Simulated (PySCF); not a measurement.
# Au: ionisation energy

Au [Xe] 4f14 5d10 6s1 (2S) → Au⁺ [Xe] 4f14 5d10 (1S), as a difference of total energies. All numbers are calculated (PySCF 2.14, a scalar-relativistic core potential, in aug-cc-pVDZ-PP with ECP60MDF). Correlated levels: valence: 5s2 5p6 frozen. The calculations carry no spin-orbit coupling.

| method | ionisation energy (eV) |
| --- | --- |
| UHF | 7.680 |
| BP86 | 9.698 |
| M06-L | 8.894 |
| MP2 (valence) | 9.094 |
| SCS-MP2 (valence) | 8.919 |

**Question.** How much does correlation contribute at MP2 (valence)?

**Answer.** 9.094 − (7.680) = 1.414 eV, measured against UHF.

Errors of the correlated levels include the incompleteness of this basis and the frozen core.

For comparison: 9.226 eV (measured; NIST Atomic Spectra Database, ionization energies).
